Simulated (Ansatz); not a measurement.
`[SH][AlH][Br]` + `C=N` → `C=[N][AlH][SH]` + HBr at 298.15 K and 1 bar (ligand exchange at the Al–Br bond).

Gas-phase electronic energies from Ansatz, PBE0-D4/def2-TZVP geometries. CCSD(T)/CBS is the MP2 limit (def2-TZVPP, def2-QZVPP) plus CCSD(T) − MP2 in def2-TZVPP, frozen cores. This one scheme is used for every species. For Br outer-core shells are correlated without core-valence functions, which leaves a few kJ/mol of doubt a bond. Scalar relativity is left out up to krypton. One conformer a species, not always the lowest.

| species | CCSD(T)/CBS energy (Eh) | H − E (kJ/mol) | S (J/(mol·K)) |
| --- | --- | --- | --- |
| `[SH][AlH][Br]` | -3214.41891 | 62.1 | 315.6 |
| `C=N` | -94.52360 | 115.3 | 227.0 |
| `C=[N][AlH][SH]` | -734.98690 | 141.5 | 335.0 |
| HBr | -2573.91920 | 24.6 | 198.6 |

H − E and S are ideal-gas, rigid-rotor, harmonic terms from PBE0-D4/def2-TZVP, for one conformer and one mirror image of each species. 1 Eh = 2625.50 kJ/mol, R = 8.31446 J/(mol·K).

Question: By hand: ΔE, ΔH, ΔS and ΔG.

Answer: ΔE = (-734.98690) + (-2573.91920) − (-3214.41891) − (-94.52360) = 0.03641 Eh = 95.6 kJ/mol. Δ(H − E) = 141.5 + 24.6 − 62.1 − 115.3 = -11.3, so ΔH = 84.3 kJ/mol. ΔS = 335.0 + 198.6 − 315.6 − 227.0 = -9.0 J/(mol·K). ΔG = 84.3 − 298.15 × (-9.0)/1000 = 87.0 kJ/mol.

Question: By hand: the equilibrium constant, and the temperature at which ΔG would vanish if ΔH and ΔS stayed fixed.

Answer: log₁₀ K = −ΔG/(RT ln 10) = -15.2. ΔH and −TΔS have one sign here, so there is no such temperature.

The number of gas molecules stays the same, so ΔS is small and ΔH decides. A doubt of 5 kJ/mol in ΔE shifts log₁₀ K by 0.9 here. Other conformers and mirror images would add mixing entropy, several J/(mol·K) or more a flexible species. These are equilibria of isolated gas molecules and say nothing of rates. Largest T1 diagnostic: 0.013 (customary marks: 0.02 for closed shells, 0.045 for open ones).

ΔS is within the doubt of such terms, so its sign, and with it that verdict, could turn.
